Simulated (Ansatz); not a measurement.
The pair A = N2 (SMILES N#N) (first 2 atoms), B = CH4O (SMILES CO); geometry from B3LYP-D3(BJ)/def2-TZVP.
(charge 0, multiplicity 1):
```
atom    x (Å)    y (Å)    z (Å)
----  -------  -------  -------
N      0.3202   0.4534  -0.1787
N     -0.0261   0.6827   0.8294
C      0.1895  -0.3285   4.3153
O     -1.0590   0.1527   3.8430
H      0.6734  -0.9992   3.5958
H     -0.0101  -0.8917   5.2260
H      0.8823   0.4854   4.5580
H     -0.9084   0.6325   3.0227
```

Cores are frozen in the correlated methods. MP2 and its Hartree–Fock in aug-cc-pVQZ, aug-cc-pVTZ are density fitted.

Programs: Ansatz (a program for electronic structure) with Gaussian orbitals. Each number belongs to the level named beside it.

The counterpoise-corrected interaction energy is E(AB) − E(A in the pair's basis) − E(B in the pair's basis). Total energies (hartree):

```
level                          AB  A in the pair's basis  B in the pair's basis
-------------------  ------------  ---------------------  ---------------------
HF/aug-cc-pVTZ       -224.0778477           -108.9860247           -115.0920028
MP2/aug-cc-pVTZ      -224.8948599           -109.3638063           -115.5290708
HF/aug-cc-pVQZ       -224.0921388           -108.9928352           -115.0994575
MP2/aug-cc-pVQZ      -224.9578168           -109.3927836           -115.5629567
MP2/aug-cc-pVDZ      -224.7008347           -109.2770551           -115.4220450
CCSD(T)/aug-cc-pVDZ  -224.7508896           -109.2934402           -115.4558453
```

Q: Work out the counterpoise-corrected interaction energy at the basis-set limit: extrapolate the MP2 correlation part as X⁻³, take Hartree–Fock from the larger set, and add the CCSD(T) − MP2 difference of aug-cc-pVDZ.

A: 
1. Differences (1 hartree = 627.509 kcal/mol): HF/aug-cc-pVTZ 0.113; MP2/aug-cc-pVTZ -1.244; HF/aug-cc-pVQZ 0.097; MP2/aug-cc-pVQZ -1.303; MP2/aug-cc-pVDZ -1.089; CCSD(T)/aug-cc-pVDZ -1.007.
2. Correlation parts, MP2 less HF: -1.357 in aug-cc-pVTZ (X = 3), -1.400 in aug-cc-pVQZ (X = 4).
3. Limit (4³·(-1.400) − 3³·(-1.357))/(4³ − 3³) = -1.430; with HF/aug-cc-pVQZ it gives -1.334.
4. CCSD(T) less MP2 in aug-cc-pVDZ: 0.082.
Result: -1.25 kcal/mol, against -1.24 at MP2/aug-cc-pVTZ. It is an estimate of this method's limit, not of the exact value.
